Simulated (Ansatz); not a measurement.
Reaction (ligand exchange at the Al–N bond): `O=C=[N][Al]([Cl])[Cl]` + `C[SeH]` → `C[Se][Al]([Cl])[Cl]` + `N=C=O`

Calculated with Ansatz (gas phase, PBE0-D4/def2-TZVP geometries, no zero-point term in ΔE). CCSD(T)/CBS adds triple-zeta CCSD(T) − MP2 to the extrapolated MP2 energy (def2 sets, frozen cores). This one scheme is used for every species. Functionals use def2-TZVPP. For Se outer-core shells are correlated without core-valence functions, which leaves a few kJ/mol of doubt a bond. Scalar relativity is left out up to krypton. Each species was taken in one conformer, which may not be the lowest.

`O=C=[N][Al]([Cl])[Cl]`:

```xyz
6

O     0.026   -1.628    2.497
C     0.017   -0.993    1.523
N     0.008   -0.339    0.521
Al   -0.010    0.612   -0.939
Cl    1.727    1.521   -1.596
Cl   -1.769    0.827   -2.006
```

`C[SeH]`:

```xyz
6

C    -0.180    0.504    0.107
Se    0.831   -0.839   -0.879
H    -1.245    0.288    0.066
H     0.015    1.452   -0.393
H     0.166    0.563    1.137
H     0.413   -1.969   -0.039
```

`C[Se][Al]([Cl])[Cl]`:

```xyz
8

C    -1.403    0.360   -0.433
Se   -0.680   -0.802    0.978
Al    1.550   -0.496    0.611
Cl    2.932   -1.438    1.849
Cl    2.238    0.696   -0.959
H    -0.696    0.459   -1.252
H    -1.626    1.335   -0.008
H    -2.316   -0.114   -0.786
```

`N=C=O`:

```xyz
4

N    -0.182   -0.111    0.735
C     0.100    0.324   -0.356
O     0.364    0.870   -1.346
H    -0.282   -1.083    0.966
```

Q: Is it downhill or uphill in electronic energy at CCSD(T)/CBS, and by how much? (Estimate.)

A: The calculation gave: Uphill: ΔE = +18.6 kJ/mol.

Q: What do these levels give: LDA (SPW92), BHLYP-D4, B2PLYP, CAM-B3LYP, SCS-MP2/def2-TZVPP, MP2/def2-QZVPP? (An estimate is asked.)

A: Ansatz gave: LDA (SPW92) 9.9, BHLYP-D4 28.1, B2PLYP 26.8, CAM-B3LYP 33.2, SCS-MP2/def2-TZVPP 27.6, MP2/def2-QZVPP 19.1 kJ/mol.

Largest T1 diagnostic among the species: 0.018.

At CCSD(T), def2-SVP lies +14.9 kJ/mol from the extrapolated value and def2-TZVPP +5.9 kJ/mol. Leaving LDA and LC-ωPBE aside and taking each functional with its dispersion term where it has one, the values, not all of them listed here, spread over 21.8 kJ/mol, from PBE-D4 to CAM-B3LYP-D4. The D4 term adds −5.6 kJ/mol with B3LYP and −3.1 kJ/mol with PBE0; it sums over pairs of atoms, weighted by their polarisabilities, and B3LYP, whose exchange is more repulsive, gets the larger term.

B3LYP here is the variant with VWN-RPA as its local correlation; programs differ in this.
